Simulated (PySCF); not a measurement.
Tc²⁹⁺: ionisation energy

Tc²⁹⁺ [Ne] 3s2 3p2 [3p1/2^2, M_J = 0] → Tc³⁰⁺ [Ne] 3s2 3p1 [3p1/2^1, M_J = 1/2], as a difference of total energies. Computed with PySCF 2.14 in an uncontracted even-tempered set (19 s from 4.6 bohr⁻², ratio 2.4; 13 p from 6 bohr⁻², ratio 2.4; 5 d from 22 bohr⁻², ratio 2.6; 4 f from 33 bohr⁻², ratio 2.6), with the two-component X2C-1e Hamiltonian. Correlated levels: 1s2 frozen; the 50 highest virtual spinors dropped. "Screened" scales the spin-orbit matrix elements by Boettger's factors to mimic the two-electron term; Breit and QED terms are absent.

```
                    method  ionisation energy (eV)
           GHF (spin-free)                  1622.2
          GMP2 (spin-free)                  1622.9
 GHF (screened spin-orbit)                  1634.3
GMP2 (screened spin-orbit)                  1636.1
```

Breit and QED terms and the two-electron picture change are absent.

The spin-free rows relax to the high-spin LS determinant and lack the spin-orbit shift.

The labels give the starting determinants; with spin-orbit coupling the two ends relaxed to ⟨J²⟩ = 0.00, ⟨L²⟩ = 1.34, ⟨S²⟩ = 1.34 and ⟨J²⟩ = 0.75, ⟨L²⟩ = 2.01, ⟨S²⟩ = 0.75.

For comparison: 1638 ± 4 eV (semi-empirical (NIST evaluation); NIST Atomic Spectra Database, ionization energies).
